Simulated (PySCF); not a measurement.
C2H9NOSi, SMILES CO[Si@H](C)N.

Geometry optimised at PBE-D3(BJ)/def2-SVP. The structure was generated by enumeration; whether it is a known compound was not checked. The values are those of a single conformer.

The numbers are results of SMD-ωB97X/6-31G* (PySCF), not measurements.

Solvation free energies are E(SMD) − E(gas) at the gas-phase geometry, for 1 M in both phases. In vacuum the dipole moment is 2.28 D.

```
solvent                ΔG(solv) (kcal/mol)  its non-electrostatic (CDS) part  dipole (D)
---------------------  -------------------  --------------------------------  ----------
water                                  ___                               ___         ___
N,N-dimethylformamide                 -3.8                               1.5        2.79
n-hexane                              -1.9                               0.0        2.46
```

Task: What belongs in the gaps? (The exact figures need the calculation; the answer reports its results.)

Result: 
- water, ΔG(solv) (kcal/mol): -2.3
- water, its non-electrostatic (CDS) part: 4.8
- water, dipole (D): 2.98
